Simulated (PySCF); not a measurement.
Species: C₆H₄N (doublet state).
Geometry (GFN2-xTB, Å), atoms numbered from 1 in this order:
```xyz
11
C6H4N angstrom
C     -3.002    0.004    0.411
C     -1.850   -0.535    0.195
C     -0.673   -1.103   -0.028
C      0.524   -0.437   -0.120
C      1.610    0.146   -0.306
C      2.767    0.732   -0.279
N      3.771    1.307   -0.669
H     -3.646    0.330   -0.394
H     -3.389    0.157    1.409
H     -0.621   -2.183   -0.136
H      4.516    1.585   -0.044
```

The hyperfine couplings belong to this conformer and change with its torsions.

The species is `[H]/N=[C]/C#CC=C=C` [radical].

The calculation used UKS B3LYP, pcH-1 on C H N, non-relativistic, mean-field spin-orbit, GIAO in PySCF. Isolated species at its GFN2-xTB geometry, gas phase. The geometry wasn't refined by DFT: couplings that depend on bond lengths, twists or pyramidal angles can differ widely from those at the functional's own minimum. No stability test was run, so a lower SCF solution isn't excluded. ⟨S²⟩ is 0.779 where a pure state has 0.75.

Where do the isotropic ENDOR lines of C4, C6, C3, C2, C5, C1, N7, H11, H9 and H8 fall at 339.4 mT, to first order?

For S = 1/2 in fast tumbling each set of equivalent nuclei gives two lines, ν± = |νn ± a/2| to first order, with νn = g_N μN B/h and μN/h = 7.62259 MHz/T.

| nuclei | isotope | g_N | νn (MHz) | a_iso (MHz) | lower line (MHz) | upper line (MHz) |
| --- | --- | --- | --- | --- | --- | --- |
| C4 | 13C | 1.4048 | 3.63 | 47.35 | 20.04 | 27.31 |
| C6 | 13C | 1.4048 | 3.63 | 38.84 | 15.79 | 23.06 |
| C3 | 13C | 1.4048 | 3.63 | -37.84 | 15.29 | 22.56 |
| C2 | 13C | 1.4048 | 3.63 | 37.41 | 15.07 | 22.34 |
| C5 | 13C | 1.4048 | 3.63 | -35.86 | 14.30 | 21.56 |
| C1 | 13C | 1.4048 | 3.63 | -27.11 | 9.92 | 17.19 |
| N7 | 14N | 0.4038 | 1.04 | 21.64 | 9.78 | 11.87 |
| H11 | 1H | 5.5857 | 14.45 | 120.84 | 45.97 | 74.87 |
| H9 | 1H | 5.5857 | 14.45 | 73.43 | 22.26 | 51.17 |
| H8 | 1H | 5.5857 | 14.45 | 73.37 | 22.23 | 51.14 |

The rows for 13C, of low natural abundance, apply to labelled samples.

Which pairs are centred on the nuclear Larmor frequency, and which on half the coupling?

No pair is centred on νn. Centred on |a|/2 and split by 2νn: C4, C6, C3, C2, C5, C1, N7, H11, H9 and H8.

At what field would the lower line of C4 fall to zero frequency?

Where νn = |a|/2, that is B = 23.67 MHz/(1.4048 × 7.62259 MHz/T) = 2210 mT, as far as first order holds there.

Couplings of abundant isotopes left out: H10 (15.8 MHz).

H8 and H9 aren't averaged: C1 is flat or nearly so (angle sum 360°), and its turn about the short C1–C2 bond (1.29 Å) is taken as slow.

The largest Mulliken spin populations are on C4 (+0.44), C2 (+0.40), C6 (+0.38) and C3 (-0.18). Three atoms exceed +0.15. The positive populations add up to 1.42 and the negative ones to -0.42, together 2S = 1.
